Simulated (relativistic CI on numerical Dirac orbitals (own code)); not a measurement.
## What each ingredient does to the levels of Au XIV

Base calculation: Dirac-Coulomb-Breit CI, orbitals from a KLI potential per configuration, model QED (radiative potential, 1s self-energy scaled to tabulated hydrogen-like ionisation energies), unscaled Slater integrals.

Configuration list (outside the closed core [Kr] 4d10): 4f14 5s2 5p4, 4f14 5s 5p5, 4f14 5s2 5p3 5d, 4f13 5s2 5p5, 4f14 5p6, 4f14 5s 5p4 5d, 4f14 5s2 5p3 5f, 4f14 5s2 5p3 5g, 4f13 5s2 5p4 5d, 4f14 5s2 5p3 6s, 4f14 5s 5p4 5f, 4f14 5p5 5d, 4f14 5s2 5p3 6p, 4f14 5s 5p4 5g, 4f14 5s 5p3 5d2, 4f14 5s2 5p2 5d 6p, 4f14 5s2 5p2 5d 5f, 4f13 5s2 5p4 6s, 4f14 5s2 5p3 6d, 4f14 5p5 6s, 4f14 5s 5p4 6s, 4f14 5s2 5p2 5d2, 4f14 5s2 5p 5d3, 4f14 5s 5p2 5d3, 4f14 5s2 5p 5d2 5f, 4f14 5s2 5p 5d2 5g, 4f14 5p4 5d2, 4f14 5p3 5d3, 4f13 5p5 5d2, 4f14 5p3 5d2 5f, 4f14 5p3 5d2 5g, 4f14 5s2 5p2 5d 6s, 4f14 5s2 5p 5d2 6s, 4f14 5s 5p2 5d2 6s, 4f14 5s2 5p 5d 5f 6s, 4f14 5s2 5p 5d 5g 6s. Double excitations out of closed p, d and f shells are left out; levels of such configurations are missing from the list, as are those of other unlisted configurations, and high levels can miss mixing partners. Some configurations lack a partner that the ground configuration has and come out too high, among them 4f13 5s2 5p4 5d, 4f13 5s2 5p4 6s, 4f14 5s 5p4 5f, 4f14 5s2 5p3 6p, 4f14 5s 5p4 5g.

Variants: (1) Breit term removed; (2) non-relativistic limit. Shifts of the energy above 4f14 5s2 5p4 3P_2, in cm⁻¹, for the lowest level and the first level of each name with at least 55 % of one term (blank where a level changes its place among those of its configuration and J or its character, or is not in the variant):

| Level | Base | Δ(1) | Δ(2) |
| --- | --- | --- | --- |
| 4f14 5s2 5p4 3P_2 | 0 | 0 | 0 |
| 4f14 5s2 5p4 1S_0 | 31540 | +36 |  |
| 4f14 5s2 5p4 3P_1 | 157565 | +1832 | -157565 |
| 4f14 5s2 5p4 1D_2 | 174157 | +1860 | -150558 |
| 4f14 5s2 5p4 3P_0 | 346246 | +3677 |  |
| 4f13 5s2 5p5 3F_4 | 416087 | -3819 | +152865 |
| 4f13 5s2 5p5 3G_5 | 423390 | -3809 | +158694 |
| 4f13 5s2 5p5 1D_2 | 437815 | -3923 |  |
| 4f13 5s2 5p5 3F_3 | 443791 | -2596 | +125162 |
| 4f14 5s 5p5 3P°_2 | 461446 | +651 | -185074 |
| 4f13 5s2 5p5 3D_1 | 462919 | -2673 | +127858 |
| 4f14 5s2 5p3 5d 3D°_1 | 575186 | +1512 | -122761 |
| 4f13 5s2 5p5 3D_3 | 594584 | -1950 |  |
| 4f13 5s2 5p5 3G_3 | 620650 | -562 |  |
| 4f14 5s2 5p3 5d 3G°_4 | 651546 | +3011 |  |
| 4f14 5s2 5p3 5d 3G°_5 | 678441 | +3356 | -198518 |
| 4f13 5s2 5p4 5d 5D°_4 | 883068 | -2815 |  |

At this charge transitions that keep the count of f electrons are usually good to a few per cent. Levels and lines within the n = 5 or 6 shells can be off by up to 10 % or somewhat more, and those that change n by about 2 %, since core polarisation is missing. Levels that differ in their count of f electrons can be misplaced by several ten thousand cm⁻¹, since the correlation energy of f electrons is missing or only estimated; rates across such gaps can be off by orders of magnitude.

Ionisation energy from one configuration of each of the two ions, the ground ones as tabulated or assumed: base 291.413 eV; Breit term removed 291.656 eV. The NIST ASD value (theoretical) is 299 ± 15 eV.

LS names give the leading component of a level, which can be under half, so a name can repeat, a term be missing and a line seem to break the LS rules.
